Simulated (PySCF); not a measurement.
SMILES CC(=O)c1ccccc1[SiH3] (C8H10OSi) at its GFN2-xTB optimised geometry (Å):

```
20

C      0.1233    -2.5503    -0.0044
C      0.8122    -1.2125    -0.0007
O      2.0303    -1.1400     0.0024
C      0.0070     0.0096     0.0000
C     -1.3892     0.0096     0.0000
C     -2.0748     1.2070     0.0000
C     -1.3729     2.4048    -0.0005
C      0.0103     2.3992    -0.0004
C      0.7256     1.2110     0.0002
Si     2.6202     1.1747     0.0014
H     -0.5068    -2.6478     0.8770
H     -0.5021    -2.6445    -0.8894
H      0.8692    -3.3419    -0.0045
H     -1.9402    -0.9189     0.0003
H     -3.1551     1.2124     0.0005
H     -1.9113     3.3419    -0.0007
H      0.5498     3.3349    -0.0009
H      3.1512     0.6658     1.2614
H      2.9479     2.6219     0.0010
H      3.1551     0.6639    -1.2560
```

Calculation: PBE0/def2-SVP run with PySCF.

Map of the log10 of the electron density (e/bohr³), floored at −4 on the plane z = 1.2 Å:

```
|000000000000000000000000000|
|000000000000000000000000000|
|000000000000000000000000000|
|000000012221122210000000000|
|000000123433334321122210000|
|000000234554455432233321000|
|000001245565565533344432000|
|000001345666666544455542100|
|000013456666666555556543100|
|000124556665566665667654200|
|000134566655566666688864310|
|000134566665566666789975310|
|000023456666666655689975310|
|000002345666666555567764200|
|000001245666666555555543100|
|000000234555556666654321000|
|000000134444456666654210000|
|000000023345566655553100000|
|000000002357776544432000000|
|000000001368986543220000000|
|000000001357876543100000000|
|000000000246665442100000000|
|000000000124444432000000000|
|000000000001222220000000000|
|000000000000000000000000000|
|000000000000000000000000000|
|000000000000000000000000000|
```
Scale: ten equal steps from -4.00 (start of '0') to -0.704 (end of '9'), in the order '0123456789'; x runs from -5.50 to 5.50, y from -5.50 (bottom) to 5.50 (top).
